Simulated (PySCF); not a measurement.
CHS, SMILES S[C] (connectivity only; charge and spin as stated), neutral, multiplicity 2.

The structure is a stationary point at B3LYP-D3(BJ)/def2-TZVPD.

Method: CAM-B3LYP/def2-TZVPD (PySCF).

Isolated molecule, no solvent.

```
Property                                                                                                        Result
---------------------------------------------------------------------------------------------  -----------------------
total energy                                                                                        -436.75661 hartree
point group                                                                                                         Cs
α spin, highest occupied and lowest empty level                                                     -8.24 and -1.36 eV
β spin, highest occupied and lowest empty level                                                     -9.72 and -1.30 eV
dipole moment                                                                                                   2.66 D
quadrupole, principal values (traceless, Buckingham form, about the centre of nuclear charge)    -4.26, 1.12, 3.14 D·Å
mean static polarisability                                                                        33.6 bohr³ (4.97 Å³)
polarisability, principal values                                                                26.5, 30.4, 43.9 bohr³
⟨S²⟩                                                                                           0.758 (pure state 0.75)
```
